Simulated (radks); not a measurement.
Spherical quantum dot in the effective-mass picture: electrons in a hard-walled sphere of radius 2.65, with a point charge +2 (a donor) at the centre, all in effective atomic units (hartree* = m*/eps^2 hartree, bohr* = eps/m* bohr), one dielectric constant everywhere. Calculated with a radial shooting solver with Libxc functionals: non-relativistic Kohn-Sham, r2SCAN, spin-polarised, spherical densities, generalised Kohn-Sham scheme. Levels are named by radial order and angular momentum (1s, 1p, 1d, 2s, ...), and open shells are averaged over m. Results are scaled to m* = 0.192 and eps = 16.1, for which hartree* = 20.16 meV and bohr* = 4.437 nm.

N = 28, configuration 1s2 1p6 1d10 2s2 1f(up 7, down 1). This is the lowest configuration that the search found. Occupied and some empty levels:

level,occupation,eigenvalue (meV),<r> (nm)
1s up,1,264.64,7.013
1s down,1,266.20,6.803
1p up,3,274.88,8.045
1p down,3,277.15,7.990
1d up,5,288.98,8.380
1d down,5,291.60,8.353
2s up,1,293.92,4.465
2s down,1,294.76,4.629
1f up,7,307.84,8.630
1f down,1,310.75,8.616
1g up,0,331.16,8.835
1g down,0,334.35,8.828
2p up,0,338.72,5.872
2p down,0,339.74,5.874
2d up,0,372.69,6.626
2d down,0,374.30,6.613

Energy (meV): total 4318.81, kinetic 1484.6, external -746.47, Hartree 3961.4, exchange-correlation -380.69.

Electron density:

r (nm),n(r) (e/nm^3)
0.623,0.03420
1.21,0.02049
1.79,0.01246
2.38,0.007746
2.96,0.005017
3.55,0.003533
4.14,0.002894
4.72,0.002879
5.31,0.003340
5.89,0.004167
6.48,0.005215
7.06,0.006293
7.65,0.007151
8.24,0.007514
8.82,0.007131
9.41,0.005905
9.99,0.004034
10.6,0.002045
11.2,0.0005442
11.7,1.354e-06
